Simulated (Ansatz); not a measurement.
Consider the hydrogenolysis of a C–S bond: `C=C(S)[SiH2][SiH3]` + H₂ → `C=C[SiH2][SiH3]` + H₂S.

Gas-phase electronic energies from Ansatz, PBE0-D4/def2-TZVP geometries. CCSD(T)/CBS is the MP2 limit (def2-TZVPP, def2-QZVPP) plus CCSD(T) − MP2 in def2-TZVPP, frozen cores. This one scheme is used for every species. Functionals use def2-TZVPP. Each species was taken in one conformer, which may not be the lowest.

| level | ΔE (kcal/mol) | difference from CCSD(T)/CBS |
| --- | --- | --- |
| ωB97X-V | -13.7 | -0.5 |
| ωB97M-V | -13.6 | -0.4 |
| B2PLYP | -14.5 | -1.3 |
| MP2/def2-TZVPP | -11.3 | 1.9 |
| SCS-MP2/def2-TZVPP | -13.3 | -0.1 |
| CCSD/def2-TZVPP | -15.9 | -2.7 |
| CCSD(T)/def2-TZVPP | -14.0 | -0.8 |
| SCS-MP2/def2-QZVPP | -12.9 | 0.3 |
| MP2/CBS(def2) | -10.5 | 2.7 |
| CCSD/CBS(def2) | -15.1 | -1.9 |
| CCSD(T)/CBS | -13.2 | 0 |

Largest T1 diagnostic among the species: 0.013.

From PBE to PBE0 (25 % exact exchange), in def2-TZVPP and without D4, ΔE moves by −1.8 kcal/mol. In def2-TZVPP, CCSD(T) changes the Hartree–Fock value by +7.6 kcal/mol (the triples alone add +2.0 kcal/mol) and MP2 by +10.3 kcal/mol.
